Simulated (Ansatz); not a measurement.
Input and output for CH6Cl2OSi2, SMILES `CO[Si]([SiH3])(Cl)Cl`.

```yaml
crystal:
  periodic: [false, false, false]
  atoms:
    - {symbol: C, position_ang: [-1.477477, -1.510372, 0.928036]}
    - {symbol: O, position_ang: [-0.616720, -0.840231, 0.025365]}
    - {symbol: Si, position_ang: [0.243489, 0.499528, 0.322695]}
    - {symbol: Si, position_ang: [1.449828, 1.074723, -1.582829]}
    - {symbol: Cl, position_ang: [1.502263, 0.178249, 1.918668]}
    - {symbol: Cl, position_ang: [-1.017507, 2.026710, 0.881615]}
    - {symbol: H, position_ang: [-1.894953, -2.373255, 0.409585]}
    - {symbol: H, position_ang: [-0.926747, -1.853078, 1.808211]}
    - {symbol: H, position_ang: [-2.292491, -0.854958, 1.246844]}
    - {symbol: H, position_ang: [2.230158, 2.302485, -1.286697]}
    - {symbol: H, position_ang: [2.369537, -0.036466, -1.935731]}
    - {symbol: H, position_ang: [0.507819, 1.331563, -2.701661]}
basis:
  gaussian: {orbitals: def2-mTZVPP, fitting: {mean_field: def2-universal-jkfit}}
magnetization: {spin_polarized: true, initial_magnetization: 2}
hamiltonian: {xc: {name: wB97X-V}}
```

```sh
$ ansatz run in.yaml --threads 2 --pin off --events-out ev --progress --plain --max-ram 32768MiB --backend cpu
```

Shortened log:

```
Functional definition: wB97X-V
772 factors; integrals over basis functions are off by at most 8.7e-1 eV
772 factors; integrals over basis functions are off by at most 9.2e-7 eV
mean field evaluation 1: about -43967.4216 eV, gradient 3.8e1 eV
mean field evaluation 2: about -43952.5888 eV, gradient 7.0e1 eV
mean field evaluation 4: about -43973.8413 eV, gradient 4.0e0 eV
mean field evaluation 8: about -43974.3197 eV, gradient 6.4e-1 eV
mean field evaluation 16: about -43974.4321 eV, gradient 1.8e-2 eV
mean field evaluation 32: about -43974.4322 eV, gradient 1.5e-4 eV
mean field -43974.43216980 eV, -1616.0305752996 hartree, gradient 6.1e-6 eV, S^2 2.005000; 4 other end points of the search recorded, 0 dependent functions left out
reference -43974.43216832 eV, -1616.0305752452 hartree; 42, 40 occupied and 139, 141 virtual orbitals, 772 factors
Total energy: -43974.43216832 eV, -1616.0305752452 hartree
```

It took 100 s on 2 threads of a server CPU on a shared host, with 1.2 GiB of host memory at the peak.
